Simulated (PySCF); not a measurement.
# Orbital picture of NiC

B3LYP at R = 1.667 Å; PySCF, no relativity, basis sets Ni def2-TZVPP, C def2-TZVPP. State: ³Π (triplet), unpaired electrons σ ↑, π ↑. Only the outer orbitals are listed, counted within each symmetry.

```json
{"spin": "α", "orbital": "7σ", "occ.": "1", "ε (eV)": "-15.91", "on Ni (%)": "15", "main shells (%)": "83 C s"}
{"spin": "α", "orbital": "3π", "occ.": "1", "ε (eV)": "-8.69", "on Ni (%)": "72", "main shells (%)": "72 Ni d, 27 C p"}
{"spin": "α", "orbital": "8σ", "occ.": "1", "ε (eV)": "-8.69", "on Ni (%)": "57", "main shells (%)": "57 Ni d, 32 C p, 10 C s"}
{"spin": "α", "orbital": "3π", "occ.": "1", "ε (eV)": "-7.65", "on Ni (%)": "62", "main shells (%)": "60 Ni d, 38 C p"}
{"spin": "α", "orbital": "1δ", "occ.": "1", "ε (eV)": "-6.95", "on Ni (%)": "100", "main shells (%)": "100 Ni d"}
{"spin": "α", "orbital": "1δ", "occ.": "1", "ε (eV)": "-6.95", "on Ni (%)": "97", "main shells (%)": "97 Ni d"}
{"spin": "α", "orbital": "9σ", "occ.": "1", "ε (eV)": "-6.01", "on Ni (%)": "68", "main shells (%)": "44 Ni s, 32 C p, 23 Ni d"}
{"spin": "α", "orbital": "4π", "occ.": "1", "ε (eV)": "-5.33", "on Ni (%)": "35", "main shells (%)": "65 C p, 25 Ni d, 9 Ni p"}
{"spin": "α", "orbital": "4π", "occ.": "0", "ε (eV)": "-2.91", "on Ni (%)": "49", "main shells (%)": "51 C p, 36 Ni d, 12 Ni p"}
{"spin": "α", "orbital": "10σ", "occ.": "0", "ε (eV)": "-2.03", "on Ni (%)": "85", "main shells (%)": "59 Ni s, 21 C p, 13 Ni d"}
{"spin": "α", "orbital": "5π", "occ.": "0", "ε (eV)": "1.28", "on Ni (%)": "93", "main shells (%)": "85 Ni p, 9 Ni d"}
{"spin": "β", "orbital": "7σ", "occ.": "1", "ε (eV)": "-13.96", "on Ni (%)": "24", "main shells (%)": "73 C s, 14 Ni d"}
{"spin": "β", "orbital": "3π", "occ.": "1", "ε (eV)": "-8.40", "on Ni (%)": "89", "main shells (%)": "89 Ni d, 10 C p"}
{"spin": "β", "orbital": "8σ", "occ.": "1", "ε (eV)": "-7.68", "on Ni (%)": "70", "main shells (%)": "70 Ni d, 18 C s, 11 C p"}
{"spin": "β", "orbital": "3π", "occ.": "1", "ε (eV)": "-7.59", "on Ni (%)": "88", "main shells (%)": "88 Ni d, 11 C p"}
{"spin": "β", "orbital": "1δ", "occ.": "1", "ε (eV)": "-6.98", "on Ni (%)": "100", "main shells (%)": "100 Ni d"}
{"spin": "β", "orbital": "1δ", "occ.": "1", "ε (eV)": "-6.92", "on Ni (%)": "97", "main shells (%)": "97 Ni d"}
{"spin": "β", "orbital": "9σ", "occ.": "0", "ε (eV)": "-3.47", "on Ni (%)": "77", "main shells (%)": "69 Ni s, 24 C p"}
{"spin": "β", "orbital": "4π", "occ.": "0", "ε (eV)": "-2.37", "on Ni (%)": "24", "main shells (%)": "76 C p, 17 Ni p"}
{"spin": "β", "orbital": "4π", "occ.": "0", "ε (eV)": "-1.78", "on Ni (%)": "28", "main shells (%)": "72 C p, 20 Ni p, 8 Ni d"}
```

Problem. Which are the highest filled and the lowest empty level, where do they sit, and how wide is the gap?

Solution. Highest filled α 4π at -5.33 eV (in %: 65 C p, 25 Ni d, 9 Ni p); lowest empty β 9σ at -3.47 eV (in %: 69 Ni s, 24 C p); the gap at B3LYP is 1.86 eV.

| Quantity | Value |
| --- | --- |
| bond order (Mayer) | 2.08 |
| ⟨S²⟩ | 2.151 |
| charge on Ni (Mulliken, basis-dependent) | 0.26 |
| charge on Ni (Löwdin, basis-dependent) | 0.03 |
| dipole moment (positive dipole means Ni(−)C(+)) | -2.92 D |
| polarisability along the bond | 57.5 bohr³ |
| polarisability across the bond | 33.7 bohr³ |

With d or f electrons several states lie close, and the lowest PBE0 determinant need not be the measured ground state.
